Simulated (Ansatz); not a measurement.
Species: C$_{3}$H$_{7}$S (charge -1, singlet). It need not be the lowest isomer of its formula. Whether it binds its extra electron was not tested at this geometry. 
Structure (B3LYP-D3(BJ)/def2-TZVP (Ansatz, an electronic-structure program) minimum search):
```xyz
11

C     -2.3781     0.1234    -0.2960
C     -1.0102     0.2447     0.3850
C      0.0966    -0.2603    -0.5177
S      1.7229    -0.0911     0.2080
H     -2.5852    -0.9211    -0.5536
H     -3.1969     0.4747     0.3471
H     -2.3852     0.6914    -1.2308
H     -0.8313     1.3013     0.6234
H     -1.1022    -0.2554     1.3813
H     -0.0380    -1.3259    -0.7409
H      2.3228     0.8460    -0.5825
```
Charge -1, spin multiplicity 1.

Basis-set convergence of Hartree-Fock and MP2 correlation energies (hartree) with Ansatz. Correlated levels leave the core frozen unless marked. Spin-orbit coupling is left out. No relativistic terms.

| basis | functions | E(HF) | E(corr, MP2) |
|---|---|---|---|
| aug-cc-pV(D+d)Z | 164 | -515.15474 | -0.61982 |
| aug-cc-pV(T+d)Z | 354 | (withheld) | (withheld) |

### Question
Complete the blanks.

### Answer

- aug-cc-pV(T+d)Z, E(HF): -515.19569
- aug-cc-pV(T+d)Z, E(corr, MP2): -0.74430
